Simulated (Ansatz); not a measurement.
System: sum formula H5SiN2O, charge 0, multiplicity 2. It need not be the lowest isomer of its formula. SMILES: N[Si](N)O
Structure (B3LYP-D3(BJ)/def2-TZVP (Ansatz, an electronic-structure program) minimum search):
```
Si
O 1 1.6667
H 2 0.9604 1 116.13
N 1 1.7161 2 101.70 3 -163.11
H 4 1.0074 1 120.04 2 -176.06
H 4 1.0080 5 112.16 1 149.33
N 1 1.7163 2 119.08 3 81.51
H 7 1.0060 1 121.88 2 -88.83
H 7 1.0109 8 112.49 1 -157.60
```
Charge 0, spin multiplicity 2.

Quantity: atomisation energy (electronic, to ground-state atoms), in kcal/mol. Valence correlation only, unless marked. Open shells are spin-unrestricted. Spin-orbit coupling is left out. No relativistic terms. The coupled-cluster limit lacks core correlation, which all-electron functionals hold. CBS marks a two-point X^-3 extrapolation of the correlation energy; Hartree-Fock from the larger set. [CCSD(T)-MP2]/basis is that difference in the basis named.

```csv
level,program,atomisation energy (kcal/mol),minus last row
PBE/def2-TZVPD,Ansatz,774.5,10.8
r2SCAN-D4/def2-TZVPD,Ansatz + dftd4,760.0,-3.7
r2SCANh-D4/def2-TZVPD,Ansatz + dftd4,753.1,-10.6
CAM-B3LYP/def2-TZVPD,Ansatz,765.4,1.7
LC-wPBE-D4/def2-TZVPD,Ansatz + dftd4,762.6,-1.1
LC-wPBE/def2-TZVPD,Ansatz,758.3,-5.4
B2GP-PLYP-D3(BJ)/def2-TZVPD,Ansatz + dftd3,751.0,-12.7
PBE-QIDH/def2-TZVPD,Ansatz,745.5,-18.2
MP2/STO-3G,Ansatz,576.1,-187.6
MP2/6-31G,Ansatz,577.0,-186.7
MP2/cc-pV(D+d)Z,Ansatz,680.7,-83.0
MP2/cc-pV(T+d)Z,Ansatz,748.1,-15.6
CCSD(T)/cc-pVTZ,Ansatz,729.5,-34.2
"RI-MP2/CBS(cc-pV(T+d)Z,cc-pV(Q+d)Z)+[CCSD(T)-MP2]/cc-pV(D+d)Z",Ansatz,764.7,1.0
"CCSD(T)/CBS(cc-pV(T+d)Z,cc-pV(Q+d)Z)",Ansatz,763.7,0.0
```
